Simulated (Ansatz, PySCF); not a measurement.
iodoethene (C₂H₃I), SMILES C=CI.

Geometry optimised at B3LYP-D3(BJ)/def2-TZVP. The def2 effective core potentials stand for the cores of I; spin–orbit coupling is left out.

Vertical ionisation energy (IE) and electron affinity (EA) in eV. Rows of orbital energies are one-electron estimates. Where ΔSCF, EOM or ADC give a negative EA the extra electron is unbound and the value depends on the basis.

```
level                                                                  IE     EA
-------------------------------------------------------------------  ----  -----
−ε(HOMO), −ε(LUMO), CAM-B3LYP/def2-TZVPD (PySCF)                      [?]    [?]
−ε(HOMO), −ε(LUMO), PBE/def2-TZVPD (PySCF)                           6.06   1.73
ΔSCF, PBE0/def2-SVPD (Ansatz), final states of multiplicity 2 and 2  9.29  -0.69
ΔSCF, PBE/def2-SVPD (Ansatz), final states of multiplicity 2 and 2   9.15  -0.60
```

### Question
Complete the blanks. (The exact figures need the calculation; the answer reports its results.)

### Answer

- −ε(HOMO), −ε(LUMO), CAM-B3LYP/def2-TZVPD (PySCF), IE: 8.35
- −ε(HOMO), −ε(LUMO), CAM-B3LYP/def2-TZVPD (PySCF), EA: -0.09

### Question
What vertical singlet–triplet gap does ΔSCF give with PBE0/def2-SVPD (Ansatz, an electronic-structure program) and with PBE/def2-SVPD (Ansatz)? (An estimate is asked for; the answer gives what the named calculation found.)

### Answer
4.08 and 4.12 eV (triplet above singlet where positive).
